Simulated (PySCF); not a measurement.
# What a mistake does to a calculation on B3H5N

All numbers below are calculated, not measured. The program is PySCF 2.14.0, an open-source quantum chemistry code, run on an isolated molecule that a program drew, which may never have been made. The molecule is B3H5N (charge 0, doublet), drawn as the SMILES string `[BH]N(B)B`.

Each row is a Hartree-Fock (HF) and frozen-core CCSD(T) single point in the cc-pVDZ basis, meant for a local HF minimum. Run 1 is clean. Each other run has one planted mistake out of seven kinds, and not every kind appears here: one electron removed, one electron added, multiplicity raised by two, geometry at a saddle point, minimal basis STO-3G, one bond length entered in bohr, all coordinates scaled. The reference is restricted for singlets and unrestricted otherwise, and also for a bond in bohr. Adding or removing an electron swaps singlet and doublet. Electrons count all cores. HOMO and LUMO are orbital energies over both spins, the gradient is its largest component, and the lowest frequency (negative if imaginary) is given only where the gradient is small. Bond lengths are over the 8 bonds as drawn. T1 is the CCSD diagnostic: over 0.02 (restricted) or 0.045 (unrestricted) a single reference is doubtful.

Geometry of the clean run:
```xyz
9
B3H5N, angstrom
B     0.0317    2.8001   -0.2829
N     1.2900    2.1196   -0.3602
B     2.0877    1.9658    0.8363
B     1.7510    1.5951   -1.6264
H    -0.6969    2.9760   -1.2168
H     1.6863    2.4083    1.8730
H     3.1393    1.3975    0.7737
H     1.0754    1.7337   -2.6046
H     2.8036    1.0281   -1.6818
```

| run | electrons | basis functions | <S^2> | HOMO (eV) | LUMO (eV) | gradient (hartree/bohr) | lowest frequency (cm^-1) | mean bond (Å) | longest bond (Å) | T1 | HF (hartree) | CCSD(T) (hartree) | mistake |
|---|---|---|---|---|---|---|---|---|---|---|---|---|---|
| 1 | 27 | 81 | 0.753 | -9.22 | 2.09 | 2.5e-05 | 292 | 1.2887 | 1.446 | 0.0115 | -131.42571 | -131.87240 | no fault |
| 2 | 27 | 81 | 3.779 | -6.56 | -3.04 | 6.7e-02 | - | 1.2887 | 1.446 | 0.0222 | -131.20272 | -131.65637 | multiplicity raised by two |
| 3 | 27 | 81 | 0.753 | -9.30 | 2.04 | 1.3e-02 | - | 1.3171 | 1.478 | 0.0121 | -131.42194 | -131.87222 | all coordinates scaled |
| 4 | 26 | 81 | 0.000 | -17.97 | -6.63 | 8.7e-02 | - | 1.2887 | 1.446 | 0.0156 | -131.13397 | -131.57415 | ? |

**Which mistake was planted in run 4, and what did it cost?**

It counts 26 electrons, one fewer than the clean run, at the same geometry and basis. So the mistake is: one electron removed. Subtracting run 1 and multiplying by 627.51 kcal/mol a hartree, the energy moved by 183.1 kcal/mol in HF and 187.2 kcal/mol in CCSD(T).

